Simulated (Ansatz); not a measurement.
`C[SiH](F)B[SiH3]` + `BO` → `OBB[SiH3]` + `C[SiH2]F` at 500 K and 1 bar (formal exchange of groups at a B–Si bond).

Gas-phase electronic energies from Ansatz, PBE0-D4/def2-TZVP geometries. CBS: MP2 limit from def2 TZ/QZ plus the TZ coupled-cluster correction, frozen cores. This one scheme is used for every species. Each species was taken in one conformer, which may not be the lowest.

```tsv
species	CCSD(T)/CBS energy (Eh)	H − E (kJ/mol)	S (J/(mol·K))
`C[SiH](F)B[SiH3]`	-745.64129	282.2	481.4
`BO`	-101.80414	113.6	256.0
`OBB[SiH3]`	-417.44314	212.6	399.7
`C[SiH2]F`	-430.00374	180.6	331.4
```

H − E and S are ideal-gas, rigid-rotor, harmonic terms from PBE0-D4/def2-TZVP, for one conformer and one mirror image of each species. 1 Eh = 2625.50 kJ/mol, R = 8.31446 J/(mol·K).

Q: By hand: ΔE, ΔH, ΔS and ΔG.

A: ΔE = (-417.44314) + (-430.00374) − (-745.64129) − (-101.80414) = -0.00145 Eh = -3.8 kJ/mol. Δ(H − E) = 212.6 + 180.6 − 282.2 − 113.6 = -2.6, so ΔH = -6.4 kJ/mol. ΔS = 399.7 + 331.4 − 481.4 − 256.0 = -6.3 J/(mol·K). ΔG = -6.4 − 500 × (-6.3)/1000 = -3.3 kJ/mol.

Q: By hand: the equilibrium constant, and the temperature at which ΔG would vanish if ΔH and ΔS stayed fixed.

A: log₁₀ K = −ΔG/(RT ln 10) = 0.3. ΔG = 0 at ΔH/ΔS = 1016 K, though so small a ΔH makes that figure unsure.

TΔS isn't small against ΔH here. The sign of ΔG lies within the doubt. A doubt of 5 kJ/mol in ΔE shifts log₁₀ K by 0.5 here. Other conformers and mirror images would add mixing entropy, several J/(mol·K) or more a flexible species. Modes under 60 cm⁻¹, often nearly free rotors, make the harmonic entropy too high. These are equilibria of isolated gas molecules and say nothing of rates. Largest T1 diagnostic: 0.014 (customary marks: 0.02 for closed shells, 0.045 for open ones).
